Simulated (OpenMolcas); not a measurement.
Mo2+: moving or changing the point charges

Mo2+ among 6 point charges of -1.7 e arranged as a trigonal antiprism (D3d), 1.88 Å from the ion, with a polar angle of 53.1° against the regular 54.74°. The active orbitals were held to one l.

```json
{"Program": "OpenMolcas", "Method": "CASSCF", "Basis": "ANO-RCC-VDZP [6s5p3d1f]", "Scalar Hamiltonian": "DKH2, point nucleus", "Active space": "4 electrons in 5 orbitals (4d)", "State averaging": "2S+1 = 5 even, 5 roots; 2S+1 = 3 even, 45 roots; 2S+1 = 1 even, 50 roots", "Spin-orbit coupling": "RASSI with atomic mean-field integrals over the reference wave functions"}
```

Runs around this geometry, states (labels of D3, the rotations of D3d). Energies in cm-1 above the lowest state or level, χT in cm3 K/mol.

| R (Å) | q (e) | Polar angle / regular | Ground state | First state of that spin | First gap with spin-orbit (degeneracies) | χT at 300 K | First state of another spin |
| --- | --- | --- | --- | --- | --- | --- | --- |
| 1.88 | -1.1 | 0.97 | 5E | 5A1 12461 | 114.1 (1, 2) | 2.653 | 3E 2918 |
| 1.88 | -1.7 | 0.97 | 3E | 3A2 1988 | 114.6 (1, 1) | 1.552 | 5E 4888 |
| 2.09 | -1.7 | 0.97 | 5E | 5A1 12339 | 116.2 (1, 2) | 2.642 | 3E 2833 |
| 1.88 | -1.7 | 1.05 | 3A2 | 3E 2447 | 61.2 (1, 2) | 1.206 | 5E 5885 |

The ground state changes within this set.

Without dynamic correlation the repulsion within the d shell is too large (B by tens of per cent), so at a given field states of lower spin stand too high. An orbital doublet at a regular site is open to a Jahn-Teller distortion, which this geometry leaves out (holds for R = 1.88, q = -1.1, ratio = 0.97; R = 1.88, q = -1.7, ratio = 0.97; R = 2.09, q = -1.7, ratio = 0.97). This shell can be high or low spin here, a state of another spin lies low, and with metal d orbitals alone active their balance is uncertain, so the ground spin may be wrong (holds for R = 1.88, q = -1.1, ratio = 0.97; R = 2.09, q = -1.7, ratio = 0.97). Point charges give a weaker field than real ligands, and real ions of this kind are as a rule low spin; the high spin found here belongs to the model (holds for R = 1.88, q = -1.1, ratio = 0.97; R = 2.09, q = -1.7, ratio = 0.97). This shell can be high or low spin here, a state of another spin lies low, and with metal d orbitals alone active their balance is uncertain, so the ground spin may be wrong, although the usual error favours high spin (holds for R = 1.88, q = -1.7, ratio = 0.97; R = 1.88, q = -1.7, ratio = 1.05). This is an electrostatic model: the charges have no orbitals. No measured value stands beside these numbers.
